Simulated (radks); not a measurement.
The numbers below are computed, except where a source is named.
Question: Tm2+, 67 electrons, occupied as [Xe] 4f13. Level of theory: scalar-relativistic Kohn-Sham, PBE, spin-unpolarised, spherical densities, finite nucleus; Fermi nuclear charge, rms radius 5.2256 fm; hard spherical wall at 2 bohr (a radial shooting solver on a logarithmic mesh with Libxc functionals). Some entries of the table are withheld. Estimate them.

| orbital | occ. | eigenvalue (eV) | <r^2> (bohr^2) |
|---|---|---|---|
| 1s | 2 | -59245.74 | 0.0005486 |
| 2s | 2 | -9973.049 | 0.008517 |
| 2p | 6 | (1) | 0.006946 |
| 3s | 2 | (2) | 0.05583 |
| 3p | 6 | -1866.361 | (3) |
| 3d | 10 | -1428.591 | 0.04689 |
| 4s | 2 | -418.7309 | 0.2820 |
| 4p | 6 | (4) | 0.3218 |
| 4d | 10 | -149.0434 | (5) |
| 5s | 2 | -35.6053 | (6) |
| 5p | 6 | -2.6228 | 1.472 |
| 4f | 13 | 18.3814 | 0.6447 |
| 5d | 0 | 47.2399 | 1.618 |
| 6s | 0 | 137.9641 | 1.703 |
| 6p | 0 | 174.9519 | 1.667 |

Answer: 
(1) 2p eigenvalue (eV): -8803.323
(2) 3s eigenvalue (eV): -2220.655
(3) 3p <r^2> (bohr^2): 0.05628
(4) 4p eigenvalue (eV): -302.8293
(5) 4d <r^2> (bohr^2): 0.3902
(6) 5s <r^2> (bohr^2): 1.333
